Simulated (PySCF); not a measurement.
KCl: core ionisation energies

Compound: potassium chloride, KCl.
Z-matrix (Å and degrees, PBE0-D3(BJ)/def2-SVP geometry), rows numbered from 1:
```
Cl
K   1  2.6565
```

Method: PySCF 2.14.0, delta-SCF UKS SCAN, pcX-2 on the ionised atom, pcseg-1 elsewhere, spin-free X2C. Binding energies are ΔSCF values: E(core-ionised, relaxed orbitals) − E(ground state) at a fixed geometry, referred to the vacuum level.

**Question.** What binding energy does each computed site have?

**Answer.** 
```csv
atom(s),environment,level,binding energy (eV),2p1/2 (eV),count
Cl1,chlorine bonded to K,Cl 2p3/2,202.12,203.78,1
Cl1,chlorine bonded to K,Cl 1s,2824.74,–,1
```

**Question.** Express the binding energy of Cl 2p3/2 of Cl1 in atomic units and per mole.

**Answer.** 202.12 eV = 7.4278 Eh = 19502 kJ/mol.

Spin–orbit coupling isn't in the SCF: each 2p doublet comes from a relaxed spin-free hole plus a matrix of the shell (mean-field spin–orbit coupling and the ground-state 2p splitting), with 2p3/2 averaged over its two sublevels. 2p1/2 minus 2p3/2 (ligand field included): Cl 1.65 eV. No level of potassium is listed. Isolated species at its PBE0-D3(BJ)/def2-SVP geometry, gas phase.

On one thread of an Intel Xeon Platinum 8488C, no GPU, on a shared host, this took 1.5 s wall and 0.34 GiB of memory at its peak.
